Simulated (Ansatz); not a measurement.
Ge₄H₅⁻, relaxed as a singlet with RKS r2SCAN-D4/def2-SVPD in Ansatz, starting from the r2SCAN-D4/def2-SVP geometry of the neutral doublet. Force threshold 0.02 eV/Å.

The structure comes from a short search, and lower isomers may exist.

Start:

Cartesian coordinates in Å:
```
Ge -0.522 0.229 1.474
Ge 1.093 -1.570 1.086
Ge 0.382 -0.979 -1.181
Ge -0.206 1.335 -0.677
H 1.020 2.259 -0.680
H 2.556 -1.145 1.391
H -1.915 -0.463 1.314
H -1.011 -1.671 -1.340
H -1.397 2.004 -1.387
```

Problem. Estimate the energy that the relaxation releases and the steps that it takes.

Solution. 0.63 eV, in 8 steps; 34 s on 4 threads of Arm Neoverse V1 on a shared host. No frequencies were taken in this run, so the end may be a saddle point.

Problem. Does the start keep its bonding and symmetry?

Solution. Bonds formed: Ge1–Ge3 (atoms count from 1). Point group Cs at the start, Cs at the end, both within 0.05 Å.

Problem. Predict the relaxed structure.

Solution. 
```xyz
9

Ge   -0.4871    0.0658    1.4340
Ge    1.1775   -1.7970    1.2183
Ge    0.3521   -1.0549   -1.0301
Ge   -0.1641    1.3033   -0.6486
H     1.0897    2.2109   -0.6346
H     2.3450   -0.7066    1.1199
H    -1.9377   -0.5063    1.1938
H    -1.1019   -1.6225   -1.2605
H    -1.2734    2.1071   -1.3921
```
Bond lengths: 5 × Ge–Ge 2.44 to 2.83 Å; 5 × Ge–H 1.55 to 1.60 Å.
